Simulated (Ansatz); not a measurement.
Born–Oppenheimer molecular dynamics of C2H11NOSi (16 atoms, charge 0, multiplicity 1). It starts at the highest image of a converged band. Of that band: The profile has 2 maxima (images 4, 7) with wells between them (image 6): this band takes more than one step, which may be the mechanism or a detour left from its start path. A vibrational analysis at the climbing image gives one clearly imaginary mode, 826i cm⁻¹: a first-order saddle point.

These are results of RKS r2SCAN/cc-pVDZ in Ansatz 0.2.0, not measurements.

```json
{
 "ensemble": "NVE (velocity Verlet)",
 "time step": "0.5 fs",
 "steps asked": "200",
 "starting velocities drawn for": "300 K",
 "seed": "6233"
}
```

First frame:

```xyz
16
Properties=species:S:1:pos:R:3
Si 0.272 0.378 0.689
N -0.642 -0.740 -0.591
C -1.925 -1.307 -0.157
H 0.409 -0.781 1.698
H -0.668 1.272 1.431
C 2.102 0.810 0.473
H -0.600 0.287 -1.227
O -0.187 1.504 -0.997
H -0.021 -1.477 -0.934
H -1.802 -1.925 0.749
H -2.613 -0.483 0.080
H -2.376 -1.920 -0.953
H 2.659 0.613 1.403
H 2.255 1.858 0.171
H 2.548 0.167 -0.308
H 0.588 1.744 -1.526
```

Question: How far do the bonds stretch over the last three quarters of this one trajectory? (Pairs bonded in most of those frames.)

Answer: 
```csv
bond,mean (Å),spread (Å),shortest,longest
Si1–N2,1.785,0.057,1.69,1.90
Si1–H4,1.524,0.052,1.44,1.61
Si1–H5,1.500,0.043,1.44,1.56
Si1–C6,1.877,0.046,1.81,1.96
N2–C3,1.469,0.016,1.43,1.49
N2–H9,1.024,0.016,1.00,1.05
C3–H10,1.110,0.007,1.10,1.12
C3–H11,1.104,0.019,1.07,1.13
C3–H12,1.103,0.015,1.08,1.13
C6–H13,1.103,0.020,1.06,1.14
C6–H14,1.104,0.027,1.06,1.15
C6–H15,1.103,0.020,1.07,1.13
H7–O8,0.980,0.025,0.94,1.03
O8–H16,0.971,0.030,0.92,1.02
```

Mean temperature of the second half: 487 K. The conserved energy stayed within 0.22 meV per atom of its start (net change 0.057 meV per atom), so the integration is sound. The kinetic energy rose, since the run started high on the potential surface and went downhill. It ends in pieces (C2H9NSi + H2O), so much of that is their flight and rotation, not heat. A run of 0.1 ps of so small a system gives no equilibrium averages. The orbitals stay closed-shell, which can raise the energy where a bond breaks towards radicals; this wasn't checked here.

Time of the run: 15 min on 4 threads of Arm Neoverse N1 (shared host), peak memory 0.22 GiB.
